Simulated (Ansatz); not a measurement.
Ansatz (an electronic-structure program) input:

Ansatz 0.2 input:
```yaml
crystal:
  periodic: [false, false, false]
  atoms:
    - {symbol: C, position_ang: [1.68957769, -1.01846461, 0.20852227]}
    - {symbol: O, position_ang: [0.92997032, 0.14367055, 0.53707130]}
    - {symbol: C, position_ang: [-0.31388717, 0.24085973, -0.01845277]}
    - {symbol: C, position_ang: [-1.29710699, -0.85549279, 0.32063892]}
    - {symbol: F, position_ang: [-0.79755632, 1.43887045, 0.39631746]}
    - {symbol: F, position_ang: [-0.20215478, 0.32902431, -1.39353573]}
    - {symbol: H, position_ang: [1.27287992, -1.91246484, 0.67872735]}
    - {symbol: H, position_ang: [1.74621761, -1.15822264, -0.87188119]}
    - {symbol: H, position_ang: [2.68648429, -0.84084498, 0.60281342]}
    - {symbol: H, position_ang: [-2.26485741, -0.60850466, -0.11106890]}
    - {symbol: H, position_ang: [-1.39007280, -0.93370737, 1.40265434]}
    - {symbol: H, position_ang: [-0.96451544, -1.80808653, -0.08710151]}
basis:
  gaussian:
    orbitals: def2-TZVP
hamiltonian:
  xc: b3lyp
  dispersion: d3bj
phonons: {temperatures: {t_min: 298.15, t_max: 298.15, t_step: 100}}
```

Which total energy does the run end on?

-393.02843 Eh (B3LYP-D3(BJ)/def2-TZVP). The basis has 222 functions. The run takes roughly 10 core-minutes.
